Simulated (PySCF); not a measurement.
C₂H₃O, SMILES [CH2]C=O, multiplicity 2.

Coordinates come from a B3LYP-D3(BJ)/def2-TZVP optimisation. The isomer is the one that the SMILES or the coordinates give; other isomers of the formula were not compared.

Method: B3LYP-D3(BJ)/def2-TZVP (PySCF).

No scaling factor is applied to the harmonic values.

| mode | ν (cm⁻¹) | IR (km/mol) | moving atoms (share of kinetic energy) |
|---|---|---|---|
| 1 | 446 | 0.2 | H 83 %, C 11 % |
| 2 | 509 | 12.4 | H 38 %, C 33 %, O 29 % |
| 3 | 763 | 37.3 | H 82 %, C 18 % |
| 4 | 980 | 0.7 | H 58 %, C 39 % |
| 5 | 981 | 3.3 | H 53 %, C 38 %, O 10 % |
| 6 | 1161 | 21.3 | C 66 %, H 32 % |
| 7 | 1399 | 13.4 | H 77 %, O 14 %, C 8 % |
| 8 | 1476 | 11.5 | H 76 %, C 23 % |
| 9 | 1551 | 39.7 | C 57 %, O 30 %, H 13 % |
| 10 | 2940 | 86.2 | H 92 % |
| 11 | 3145 | 2.1 | H 95 % |
| 12 | 3258 | 2.6 | H 89 %, C 11 % |
